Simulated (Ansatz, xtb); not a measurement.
Isomers of CH3ClFSi2 in order of energy

7 gas-phase structures of CH3ClFSi2, found in a search over its isomers (lower ones may exist). Each was relaxed with GFN2-xTB; where two conformers were screened, the lower at r2SCAN-D4/def2-SVP is listed:

A. a doublet given by its coordinates
B. `C=[Si][Si@H](F)Cl`, a doublet
C. `F[SiH]/C=[SiH]/Cl`, a doublet
D. `F[Si@@H]1C[Si]1Cl`, a doublet
E. `F[Si]1C[Si@@H]1Cl`, a doublet
F. `C=[Si](Cl)[SiH]F`, a doublet
G. a doublet given by its coordinates

G (Å):

```xyz
8

C    -0.2342    0.5546   -0.2601
Cl    2.1695   -4.0359   -0.5356
F    -1.5206   -1.7027    0.4378
Si   -0.0011   -1.3255   -0.1091
Si    2.0466   -1.9486   -0.7221
H    -0.6673    0.9678    0.6463
H    -0.9005    0.8030   -1.0818
H     0.7109    1.0539   -0.4370
```

Close contacts (Å): C1–Si4 1.90, Cl2–Si5 2.10, F3–Si4 1.66, Si4–Si5 2.23, C1–H6 1.09, C1–H7 1.09, C1–H8 1.08.

A (Å):

```yaml
atoms:
  - { symbol: C, position_ang: [-0.1683, 0.5221, 0.0278] }
  - { symbol: Cl, position_ang: [-1.3199, -2.0005, -1.3304] }
  - { symbol: F, position_ang: [3.1967, -2.2789, 0.1216] }
  - { symbol: Si, position_ang: [0.4274, -1.2499, -0.4425] }
  - { symbol: Si, position_ang: [1.8494, -2.9545, -0.5971] }
  - { symbol: H, position_ang: [-1.0094, 0.4839, 0.7215] }
  - { symbol: H, position_ang: [-0.5059, 1.0713, -0.8523] }
  - { symbol: H, position_ang: [0.6229, 1.1036, 0.4982] }
```

Close contacts (Å): C1–Si4 1.93, Cl2–Si4 2.10, F3–Si5 1.67, Si4–Si5 2.23, C1–H6 1.09, C1–H7 1.09, C1–H8 1.09.

Task: Estimate their order in r2SCAN-D4/def2-SVP energy at these geometries, lowest first.

Result: Calculated order at r2SCAN-D4/def2-SVP: G (0.000), A (0.042), D (0.137), E (0.164), C (0.491), B (0.807), F (0.813) eV. Less than 1 kcal/mol parts G and A; D and E; B and F, so the order within those pairs means little.

Energies above the lowest of each column, in eV; the last columns are at B3LYP/6-31G* geometries and were run for some of them only (a dash: not run or not comparable):

```tsv
structure	GFN2-xTB	HF/STO-3G	r2SCAN-D4/def2-SVP	B3LYP/6-31G*	CCSD(T)/def2-SVP + ΔMP2/def2-TZVPP
G	0.182	0.266	0.000	0.000	0.000
A	0.000	0.000	0.042	0.058	0.073
D	0.773	0.548	0.137	0.304	–
E	0.880	0.524	0.164	0.405	–
C	0.986	1.116	0.491	–	–
B	0.948	0.807	0.807	–	–
F	0.954	0.957	0.813	–	–
```

CCSD(T)/def2-SVP + ΔMP2/def2-TZVPP puts G lowest of those it was run on; GFN2-xTB picks A, HF/STO-3G picks A. Some further structures that were screened fall inside this span and aren't listed. Flexible structures stand in one conformer each, not always the lowest. Frequencies (B3LYP/6-31G*) were run for A, G alone. Open shells are spin-unrestricted, some with notable spin contamination. ΔMP2 is the change of the MP2 energy from the smaller to the larger basis.

Over these structures GFN2-xTB departs from r2SCAN-D4/def2-SVP by 0.250 eV on average once a common shift is removed. A GFN2-xTB relaxation took about 0.34 s and the r2SCAN-D4/def2-SVP energy about 3.9 s on a shared host (Ansatz 0.2.0, xtb 6.7.1 (Pople sets with spherical d functions)).
